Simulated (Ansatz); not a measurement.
A run on CH3BFGa with other settings.

```yaml
crystal:
  periodic: [false, false, false]
  atoms:
    - {symbol: F, position_ang: [-1.237723, -1.776570, 0.183840]}
    - {symbol: C, position_ang: [0.230015, -0.929862, -0.278788]}
    - {symbol: B, position_ang: [0.673048, 0.644326, 0.498219]}
    - {symbol: Ga, position_ang: [-2.022399, 0.948039, -0.771925]}
    - {symbol: H, position_ang: [0.822573, -1.619665, -1.283792]}
    - {symbol: H, position_ang: [-0.253897, 1.230501, 1.556418]}
    - {symbol: H, position_ang: [1.865007, 1.418233, 0.039153]}
basis:
  gaussian: {orbitals: def2-TZVPP, point_charges: [{charge: 0.50, position_ang: [4.585, 0.125, -0.018]}]}
hamiltonian: {xc: {name: PBE-QIDH}, pseudopotentials: {relativity: scalar}}
output: {forces: true}
```

```sh
$ ansatz run in.yaml --threads 2 --pin off --events-out ev --progress --plain --max-ram 4352MiB
```

Shortened log:

```
Functional definition: PBE-QIDH
1143 factors; integrals over basis functions are off by at most 8.3e-4 eV
mean field evaluation 1: about -57232.9257 eV, gradient 3.2e1 eV
mean field evaluation 2: about -57233.0001 eV, gradient 3.2e1 eV
mean field evaluation 4: about -57235.6634 eV, gradient 3.1e0 eV
mean field evaluation 8: about -57235.7206 eV, gradient 7.3e-1 eV
mean field evaluation 16: about -57235.7228 eV, gradient 2.8e-3 eV
mean field -57235.72277267 eV, -2103.3740161294 hartree, gradient 7.9e-6 eV, S^2 0.000000; 0 other end points of the search recorded, 0 dependent functions left out; unrestricted orbitals would lower it
12 core orbitals not correlated: weight in the atoms' cores, before any rotation towards them, 1.000 or more for the frozen orbitals, at most 0.000 for the correlated occupied ones
reference -57235.72278509 eV, -2103.3740165856 hartree; 15, 15 occupied and 156, 156 virtual orbitals, 1143 factors
second order -23.58922350 eV of doubles, -0.00000000 eV of singles
Total energy: -57243.58585959 eV, -2103.6629792438 hartree
Relativity: scalar
Atom 0 at    -1.237723    -1.776570     0.183840 Å, force     3.754854     2.615890    -1.318399 eV/Å
Atom 1 at     0.230015    -0.929862    -0.278788 Å, force    -0.034389     1.393658    -0.128741 eV/Å
Atom 2 at     0.673048     0.644326     0.498219 Å, force    -1.503921    -1.821385    -1.035266 eV/Å
Atom 3 at    -2.022399     0.948039    -0.771925 Å, force     1.047069    -0.876158     0.442042 eV/Å
Atom 4 at     0.822573    -1.619665    -1.283792 Å, force    -2.471285     2.257228     3.617134 eV/Å
Atom 5 at    -0.253897     1.230501     1.556418 Å, force     2.220734    -1.489523    -2.604984 eV/Å
Atom 6 at     1.865007     1.418233     0.039153 Å, force    -2.898275    -2.083472     0.993608 eV/Å
Dipole moment:    -0.874258     0.709109    -0.633021 e Å
```

Run time 15 s (2 threads of an Arm Neoverse V1 on a shared host); peak host memory 0.58 GiB.
